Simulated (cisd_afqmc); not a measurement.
Input (AFQMC/CISD/def2-SVP; cisd_afqmc is a phaseless AFQMC code with CISD trial states that reads the integrals written by Ansatz):

Ansatz 0.2 input:
```python
import cisd_afqmc

open("ham.yaml", "w").write("""\
crystal:
  periodic: [false, false, false]
  atoms:
    - {symbol: Na, position_ang: [-0.00000000, -0.00000000, -1.06477101]}
    - {symbol: O, position_ang: [0.00000000, 0.00000000, 1.19274953]}
    - {symbol: H, position_ang: [0.00000000, 0.00000000, 2.17048488]}
basis:
  gaussian:
    orbitals: def2-SVP
total_charge: 1
magnetization: {spin_polarized: true, initial_magnetization: 1}
correlation: {method: ccsd, electrons: outside_noble_gas, hamiltonian_folder: ham}
""")
rep = cisd_afqmc.ansatz("ham.yaml")
e_ccsd = rep["correlation"]["coupled_cluster"]["energy"]["hartree"]
out = cisd_afqmc.run("ham", e_ccsd, trial="CISD", walkers=200, populations=8, threads=8, dt=0.005, steps=40, early=24, settle=10, least=32,
    cut=5e-5, rank_cut=2e-4, target=0.0004, seconds=1500, seed=1, memory=17280, gpu=False)
```

Output:

```
orbitals 28, occupied [4, 3], factors 130 of 316, rank of the doubles 75 of 171
E(HF) = -236.970144
E(CCSD) on the cut factors = -237.133902, shift to the whole factors -0.000004
Energy of the trial state on the determinant = -237.133957
  tau behind 7.2 of longer steps, mean of the populations' last blocks
   2.0  -237.13581
   4.0  -237.13646
   6.0  -237.13634
   8.0  -237.13628
blocks 311 (3 outliers left out), error by blocks joined: 1: 0.00007, 2: 0.00009, 4: 0.00011, 8: 0.00011, 16: 0.00014
E(AFQMC/CISD) = -237.13622 +/- 0.00014
```

The error still grows at the longest joins of blocks, or few joins were possible, so the printed bar may be too narrow.
